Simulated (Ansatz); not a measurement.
Job for Ansatz (a first-principles code): U-wB97X-V/def2-TZVPP on CH5Bi (SMILES [CH3][BiH2]), a point of a bond scan (R = 1.197 Å). Elements past Kr take the def2 small-core potentials; no spin–orbit coupling.

Ansatz 0.2 input:
```yaml
crystal:
  periodic: [false, false, false]
  atoms:
    - {symbol: Bi, position_ang: [-0.11442136, -0.13875822, 0.14265198]}
    - {symbol: H, position_ang: [0.10109638, -1.45634717, -1.06583804]}
    - {symbol: H, position_ang: [-1.63440454, 0.37932592, -0.67231832]}
    - {symbol: C, position_ang: [1.15924493, 1.32396943, -1.06349030]}
    - {symbol: H, position_ang: [0.97861154, 2.42410593, -0.62863214]}
    - {symbol: H, position_ang: [0.87590674, 1.28056262, -2.11058643]}
    - {symbol: H, position_ang: [2.20387163, 1.04548114, -0.94226535]}
basis:
  gaussian:
    orbitals: def2-TZVPP
hamiltonian:
  xc: {name: wB97X-V}
magnetization: {spin_polarized: true, initial_magnetization: 0}
```

Output:

```
WARN ansatz: RAYON_NUM_THREADS=1 ignored (pool sized by the plan → 1); use --threads N
Functional definition: wB97X-V
integrals: 0.07 GiB planned
869 factors; their error is unknown
integrals: 0.11 GiB planned
244 factors; integrals over basis functions are off by at most 1.2e-5 eV
mean field: 0.93 GiB planned
mean field evaluation 1: about -6954.9613 eV, gradient 2.3e1 eV
mean field evaluation 2: about -6955.4077 eV, gradient 2.2e1 eV
mean field evaluation 4: about -6957.6053 eV, gradient 8.9e-1 eV
mean field evaluation 8: about -6957.6510 eV, gradient 2.5e-1 eV
mean field evaluation 16: about -6957.6512 eV, gradient 5.7e-5 eV
mean field -6957.65117870 eV, -255.6889647518 hartree, gradient 5.7e-5 eV, S^2 0.000000; 0 other end points of the search recorded, 0 dependent functions left out
reference -6957.65117670 eV, -255.6889646784 hartree; 17, 17 occupied and 134, 134 virtual orbitals, 869 factors
Total energy: -6957.65117670 eV, -255.6889646784 hartree
```

The run converged.

Cost: roughly 21 core-seconds.
